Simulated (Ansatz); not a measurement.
Correlation energies of CH₇BGeSe, SMILES `C[Se][BH][GeH3]` by basis set

Cartesian coordinates in Å:
```
C -0.880 0.847 1.452
Se -1.545 -0.893 0.873
B -0.408 -1.354 -0.557
Ge 1.136 -0.175 -1.228
H -0.969 1.563 0.637
H -1.495 1.165 2.292
H 0.158 0.757 1.766
H -0.674 -2.411 -1.045
H 0.621 1.206 -1.681
H 2.156 0.093 -0.101
H 1.900 -0.799 -2.408
```

The species carries charge 0 and has multiplicity 1. Correlated methods include outer-core shells of Ge, Se, which these sets cover unevenly. Scalar relativity is left out up to krypton. Geometry: relaxed with PBE0-D4/def2-TZVP. It is one conformer, not always the lowest. Frozen core, restricted reference, Ansatz 0.2.0.

```
     basis      HF (Eh)  MP2 corr.  CCSD corr.       (T)  CCSD(T) total
  def2-SVP  -4541.22761   -0.70631    -0.74636  -0.02303    -4541.99700
def2-TZVPP  -4541.86134   -0.82345    -0.86333  -0.03397    -4542.75864
def2-QZVPP  -4541.95349   -1.40786           –         –              –
```
